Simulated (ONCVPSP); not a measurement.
## What one change does to a pseudopotential (iron (Fe), ONCV)

| Quantity | Value |
| --- | --- |
| Element | iron (Fe) |
| Generator | ONCVPSP 4.0.1 |
| Type | optimised norm-conserving Vanderbilt (ONCV) |
| Functional | PBE |
| Relativity | non-relativistic |
| Frozen core | [Ne] |
| Valence charge | 16 |
| Reference configuration | 3s2 3p6 3d6 4s1 (charge +1) |
| Partial waves | 3s+4s: rc 1.30 bohr, ncon 4, nbas 8, qcut 11.9 1/bohr, 2 projectors; 3p: rc 1.00 bohr, ncon 4, nbas 9, qcut 16.4 1/bohr, 2 projectors, debl 0.8 Ha; 3d: rc 1.10 bohr, ncon 3, nbas 8, qcut 15.7 1/bohr, 1 projector |
| Local potential | polynomial inside 0.80 bohr (lpopt 1, dvloc0 3 Ha) |
| Core correction | Teter function, fcfact 3, rcfact 1.4 |

In the p channel the program set the typed energies aside and used -2.503, 0.250 Ha.

Change: all radii but the core radius scaled by about 0.86 (s 1.12, p 0.86, d 0.94 bohr); local potential polynomial inside 0.68 bohr (lpopt 1, dvloc0 3 Ha).

Cutoffs: the cutoffs (Ha) at which the residual kinetic energy of the hardest occupied pseudo-wave falls to 1 and 0.1 mHa per electron; they do not see the model core or the augmentation charge, which bear on the density cutoff. Errors are all-electron minus pseudo energies relative to the spin-unpolarised reference configuration.

Problem. How do hardness, ghosts and transferability respond?

Solution. The potential gets harder (82 Ha and 95 Ha → 93 Ha and 106 Ha); of the 4 tests that both files solve, the error grows in 1 and shrinks in 1 by more than 15 % and 0.3 meV (median size 1.1 → 1.2 meV); neither file shows a bound ghost. A smaller radius makes the pseudo-wave follow the all-electron one further in, where it bends more sharply, so more plane waves are needed.

| quantity | base | changed |
| --- | --- | --- |
| cutoff, loose | 82 Ha | 93 Ha |
| cutoff, tight | 95 Ha | 106 Ha |
| loose cutoff by channel | s 40 Ha, p 66 Ha, d 82 Ha | s 48 Ha, p 77 Ha, d 93 Ha |
| bound ghosts | none | none |
| GHOST(+) flags under 300 eV | none | none |
| error for 3s2 3p6 3d6 4s2, meV [ΔE -8.60 eV] | +0.3 | +0.2 |
| error for 3s2 3p6 3d6 4s0, meV [ΔE 15.99 eV] | +0.5 | +0.4 |
| error for 3s2 3p6 3d5 4s0, meV [ΔE 50.43 eV] | -1.7 | -2.0 |
| error for 3s2 3p6 3d5 4s2, meV [ΔE 5.93 eV] | +7.5 | +3.7 |
| rms error of d²Exc/dni dnj with the model core, mHa | 1.19 | 0.96 |
